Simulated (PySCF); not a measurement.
Isomers of C4H13NOSi2. Method: PBE0-D3(BJ)/def2-SVP geometry optimisation, gas phase in PySCF 2.14.0. Energies are electronic, without zero-point or thermal terms, for one conformer each. No frequencies were run at this level. Point groups hold within 0.08 Å.

Question: Rank from lowest to highest electronic energy at this level (kcal/mol).
A. `[CH3:1][CH2:2][O:3][C@@H:4]1[CH2:5][SiH2:6][NH:7][SiH2:8]1` with C1–C2–O3–C4 -176°, C2–O3–C4–C5 -70°, O3–C4–C5–Si6 -160°, C4–C5–Si6–N7 29°, C5–Si6–N7–Si8 -8°, Si6–N7–Si8–C4 -11°
B. `[CH3:1][N:2]([CH3:3])[Si@H:4]1[CH2:5][CH2:6][SiH2:7][O:8]1` with C1–N2–Si4–C5 -147°, N2–Si4–C5–C6 81°, Si4–C5–C6–Si7 36°, C5–C6–Si7–O8 -26°, C6–Si7–O8–Si4 3°
C. `[CH3:1][O:2][CH2:3][Si@H:4]1[CH2:5][CH2:6][SiH2:7][NH:8]1` with C1–O2–C3–Si4 180°, O2–C3–Si4–C5 -46°, C3–Si4–C5–C6 145°, Si4–C5–C6–Si7 -34°, C5–C6–Si7–N8 29°, C6–Si7–N8–Si4 -12°

Answer: B (0.0), C (37.8), A (41.0).

As drawn, the lowest has an Si–O bond, which the highest lacks; the highest has an N–H bond, which the lowest lacks.

```
                   SMILES      E (Eh)  E rel (kcal/mol)  dipole (D)  point group       A, B, C (MHz)
   CN(C)[Si@H]1CC[SiH2]O1  -868.35656               0.0        1.93           C1   2377, 1054, 897.9
     COC[Si@H]1CC[SiH2]N1  -868.29630              37.8        1.57           C1  2509, 790.0, 770.9
CCO[C@@H]1C[SiH2]N[SiH2]1  -868.29120              41.0        0.93           C1  2918, 767.7, 634.6
```

How do the relative energies change in single points at PBE0/pcSseg-1 (no added dispersion term) on the same geometries?

```csv
SMILES,PBE0-D3(BJ)/def2-SVP (kcal/mol),PBE0/pcSseg-1 (kcal/mol),shift
CN(C)[Si@H]1CC[SiH2]O1,0.0,0.0,0.0
COC[Si@H]1CC[SiH2]N1,37.8,37.2,-0.6
CCO[C@@H]1C[SiH2]N[SiH2]1,41.0,40.6,-0.4
```

Each column counts from its own lowest isomer. The order is unchanged; the largest shift is 0.6 kcal/mol.
